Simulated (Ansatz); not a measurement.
Computed with Ansatz on PBE0-D4/def2-TZVP structures; ΔE is electronic, products minus reactants. CCSD(T)/CBS adds triple-zeta CCSD(T) − MP2 to the extrapolated MP2 energy (def2 sets, frozen cores). This one scheme is used for every species. DFT in def2-TZVPP. B3LYP here is the variant with VWN-RPA as its local correlation; programs differ in this. Each species was taken in one conformer, which may not be the lowest.

Consider the hydrogenolysis of a C–B bond: `BCC1CO1` + H₂ → `CC1CO1` + BH₃.

(1) Is it downhill or uphill in electronic energy at CCSD(T)/CBS, and by how much? (Best estimate.)

(2) What do these levels give: ωB97X-V, ωB97M-V, PBE, B3LYP, SCS-MP2/def2-TZVPP, CCSD(T)/def2-TZVPP? (Estimate.)

Largest T1 diagnostic among the species: 0.011.

Answers

(1) Computed: Downhill: ΔE = -13.9 kJ/mol.

(2) Ansatz gave: ωB97X-V -15.3, ωB97M-V -12.7, PBE -9.7, B3LYP -21.3, SCS-MP2/def2-TZVPP -19.4, CCSD(T)/def2-TZVPP -16.5 kJ/mol.

From PBE to PBE0 (25 % exact exchange), in def2-TZVPP and without D4, ΔE moves by −4.9 kJ/mol. The D4 term adds +6.6 kJ/mol with B3LYP and +3.6 kJ/mol with PBE0; it sums over pairs of atoms, weighted by their polarisabilities, and B3LYP, whose exchange is more repulsive, gets the larger term.
